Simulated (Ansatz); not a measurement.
Reaction (substitution at a C–Ga bond): `C=[C](N)[GaH][CH3]` + `[OH][GeH3]` → `C=C(N)[O][GeH3]` + `[CH3][GaH2]`

Isolated molecules relaxed with PBE0-D4/def2-TZVP in Ansatz; ΔE leaves out vibrations. CBS: MP2 limit from def2 TZ/QZ plus the TZ coupled-cluster correction, frozen cores. DFT in def2-TZVPP. B3LYP here is the variant with VWN-RPA as its local correlation; programs differ in this. For Ga, Ge outer-core shells are correlated without core-valence functions, which leaves a few kJ/mol of doubt a bond. Scalar relativity is left out up to krypton. One conformer a species, not always the lowest.

`C=[C](N)[GaH][CH3]`:

Cartesian coordinates in Å:
```
C 1.694 -0.261 -0.182
C 0.506 -0.822 -0.461
N 0.375 -2.055 -1.069
Ga -1.116 0.147 0.084
C -1.011 1.791 1.148
H 1.754 0.679 0.350
H 2.640 -0.722 -0.463
H 1.182 -2.426 -1.548
H -0.494 -2.248 -1.537
H -2.503 -0.439 -0.397
H 0.014 2.050 1.417
H -1.594 1.679 2.066
H -1.447 2.626 0.593
```

`[OH][GeH3]`:

```xyz
6

O     0.365   -1.303    0.228
Ge   -0.077    0.359   -0.243
H     0.289   -1.452    1.172
H     0.111    0.384   -1.762
H     0.852    1.368    0.457
H    -1.540    0.644    0.149
```

`C=C(N)[O][GeH3]`:

Cartesian coordinates in Å:
```
C -0.565 -1.937 -0.104
C -0.460 -0.621 0.091
N -0.377 0.005 1.336
O -0.372 0.246 -0.938
Ge 0.890 1.536 -0.873
H -0.485 -2.343 -1.101
H -0.740 -2.608 0.725
H -1.039 0.763 1.441
H -0.437 -0.637 2.111
H 0.432 2.675 0.051
H 0.942 2.008 -2.331
H 2.212 0.913 -0.408
```

`[CH3][GaH2]`:

```xyz
7

C     0.829   -0.360    0.045
Ga   -0.979    0.403   -0.078
H     1.237   -0.143    1.039
H     0.834   -1.442   -0.089
H     1.503    0.097   -0.682
H    -1.169    1.944   -0.342
H    -2.255   -0.499    0.108
```

Q: Is it downhill or uphill in electronic energy at CCSD(T)/CBS, and by how much? (An estimate is asked.)

A: Ansatz gave: Uphill: ΔE = +0.49 eV.

Q: What do these levels give: PBE-D4, r2SCAN-D4, PBE0-D4, B3LYP-D4, ωB97X-V, PBE0, HF/def2-TZVPP, CCSD/def2-TZVPP, CCSD(T)/def2-TZVPP, HF/def2-QZVPP, MP2/def2-QZVPP, SCS-MP2/def2-QZVPP? (Estimate.)

A: Ansatz gave: PBE-D4 0.39, r2SCAN-D4 0.35, PBE0-D4 0.36, B3LYP-D4 0.37, ωB97X-V 0.32, PBE0 0.36, HF/def2-TZVPP 0.24, CCSD/def2-TZVPP 0.40, CCSD(T)/def2-TZVPP 0.42, HF/def2-QZVPP 0.24, MP2/def2-QZVPP 0.53, SCS-MP2/def2-QZVPP 0.48 eV.

Largest T1 diagnostic among the species: 0.012.

In def2-TZVPP, CCSD(T) changes the Hartree–Fock value by +0.18 eV (the triples alone add +0.02 eV) and MP2 by +0.25 eV.
